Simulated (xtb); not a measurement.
xtb input (GFN2-xTB):

```bash
xtb mol.xyz --gfn 2 --sp --chrg 0 --uhf 0
```
mol.xyz:
```
15

C     -2.49988344    -0.45231130     0.22190572
C     -1.56046178     0.48783755     0.97452842
C     -1.62017798     1.91871453     0.44362457
N     -0.17765153    -0.02861790     1.01089645
B      0.73466763    -0.27245224    -0.00135234
Cl     2.34112027    -0.90873063     0.42904567
Cl     0.39557386     0.01388466    -1.71798368
H     -2.44923069    -1.46025258     0.63525297
H     -2.24155919    -0.50139607    -0.83515440
H     -3.52854706    -0.09728633     0.30508475
H     -1.88115621     0.50919345     2.01855898
H     -2.63663720     2.30663339     0.52987957
H     -1.32813803     1.96050197    -0.60493793
H     -0.95428644     2.56899537     1.01203513
H      0.14911642    -0.23686581     1.94136138
```

End of the output:

```
         :::::::::::::::::::::::::::::::::::::::::::::::::::::
         ::                     SUMMARY                     ::
         :::::::::::::::::::::::::::::::::::::::::::::::::::::
         :: total energy             -23.864744057149 Eh    ::
         :: gradient norm              0.022626635960 Eh/a0 ::
         :: HOMO-LUMO gap              5.457413328920 eV    ::
         ::.................................................::
         :: SCC energy               -24.069904585169 Eh    ::
         :: -> isotropic ES            0.051790251018 Eh    ::
         :: -> anisotropic ES          0.000537503125 Eh    ::
         :: -> anisotropic XC          0.006475188986 Eh    ::
         :: -> dispersion             -0.011094832965 Eh    ::
         :: repulsion energy           0.205160528020 Eh    ::
         :: add. restraining           0.000000000000 Eh    ::
         :: total charge               0.000000000000 e     ::
         :::::::::::::::::::::::::::::::::::::::::::::::::::::

           -------------------------------------------------
          |                Property Printout                |
           -------------------------------------------------

    * Orbital Energies and Occupations

         #    Occupation            Energy/Eh            Energy/eV
      -------------------------------------------------------------
         1        2.0000           -1.0457443             -28.4562
       ...           ...                  ...                  ...
         9        2.0000           -0.5187024             -14.1146
        10        2.0000           -0.5175814             -14.0841
        11        2.0000           -0.4986746             -13.5696
        12        2.0000           -0.4817081             -13.1079
        13        2.0000           -0.4817007             -13.1077
        14        2.0000           -0.4721079             -12.8467
        15        2.0000           -0.4662600             -12.6876
        16        2.0000           -0.4595256             -12.5043
        17        2.0000           -0.4519158             -12.2973
        18        2.0000           -0.4255624             -11.5801
        19        2.0000           -0.4239086             -11.5351
        20        2.0000           -0.4178448             -11.3701
        21        2.0000           -0.4176133             -11.3638 (HOMO)
        22                         -0.2170571              -5.9064 (LUMO)
        23                         -0.0803893              -2.1875
        24                         -0.0465776              -1.2674
        25                         -0.0196178              -0.5338
        26                          0.0267014               0.7266
        27                          0.0269920               0.7345
        28                          0.0274847               0.7479
        29                          0.0275440               0.7495
        30                          0.0283491               0.7714
        31                          0.0290607               0.7908
        32                          0.0303236               0.8251
       ...                                ...                  ...
        46                          0.4764148              12.9639
      -------------------------------------------------------------
                  HL-Gap            0.2005562 Eh            5.4574 eV
             Fermi-level           -0.3173352 Eh           -8.6351 eV

     #   Z          covCN         q      C6AA      α(0)
     1   6 C        3.752    -0.122    22.905     6.825
     2   6 C        3.781     0.053    19.709     6.324
     3   6 C        3.752    -0.122    22.905     6.825
     4   7 N        2.631    -0.241    26.308     7.618
     5   5 B        2.483     0.429    17.310     7.323
     6  17 Cl       0.888    -0.284   108.196    15.913
     7  17 Cl       0.881    -0.263   107.497    15.862
     8   1 H        0.924     0.046     2.368     2.407
     9   1 H        0.925     0.060     2.195     2.317
    10   1 H        0.924     0.053     2.277     2.360
    11   1 H        0.924     0.045     2.379     2.412
    12   1 H        0.924     0.053     2.277     2.360
    13   1 H        0.925     0.060     2.195     2.317
    14   1 H        0.924     0.046     2.368     2.407
    15   1 H        0.860     0.187     1.177     1.699

 Mol. C6AA /au·bohr⁶  :       3099.039145
 Mol. C8AA /au·bohr⁸  :      90015.667162
 Mol. α(0) /au        :         84.968751

Wiberg/Mayer (AO) data.
largest (>0.10) Wiberg bond orders for each atom

 ---------------------------------------------------------------------------
     #   Z sym  total        # sym  WBO       # sym  WBO       # sym  WBO
 ---------------------------------------------------------------------------
     1   6 C    3.992 --     2 C    1.003     8 H    0.986     9 H    0.983
                            10 H    0.983
     2   6 C    3.963 --     3 C    1.003     1 C    1.003    11 H    0.970
                             4 N    0.966
     3   6 C    3.992 --     2 C    1.003    14 H    0.986    13 H    0.983
                            12 H    0.983
     4   7 N    3.455 --     5 B    1.405     2 C    0.966    15 H    0.940
     5   5 B    3.429 --     4 N    1.405     7 Cl   1.004     6 Cl   0.982
     6  17 Cl   1.091 --     5 B    0.982
     7  17 Cl   1.118 --     5 B    1.004
     8   1 H    0.998 --     1 C    0.986
     9   1 H    0.996 --     1 C    0.983
    10   1 H    0.997 --     1 C    0.983
    11   1 H    0.998 --     2 C    0.970
    12   1 H    0.997 --     3 C    0.983
    13   1 H    0.996 --     3 C    0.983
    14   1 H    0.998 --     3 C    0.986
    15   1 H    0.965 --     4 N    0.940
 ---------------------------------------------------------------------------

Topologies differ in total number of bonds
Writing topology from bond orders to xtbtopo.mol

molecular dipole:
                 x           y           z       tot (Debye)
 q only:       -1.417       0.430       1.028
Note: The following floating-point exceptions are signalling: IEEE_UNDERFLOW_FLAG IEEE_DENORMAL
normal termination of xtb
   full:       -1.144       0.325       1.057       4.043
molecular quadrupole (traceless):
                xx          xy          yy          xz          yz          zz
 q only:       -1.922       1.734       1.791      -1.037       0.606       0.131
  q+dip:       -2.334       1.938       1.365      -2.773       1.143       0.969
   full:       -2.277       2.032       1.819      -2.116       0.992       0.458

           -------------------------------------------------
          | TOTAL ENERGY              -23.864744057149 Eh   |
          | GRADIENT NORM               0.022626635960 Eh/α |
          | HOMO-LUMO GAP               5.457413328920 eV   |
           -------------------------------------------------

------------------------------------------------------------------------
------------------------------------------------------------------------
 total:
 SCF:
```
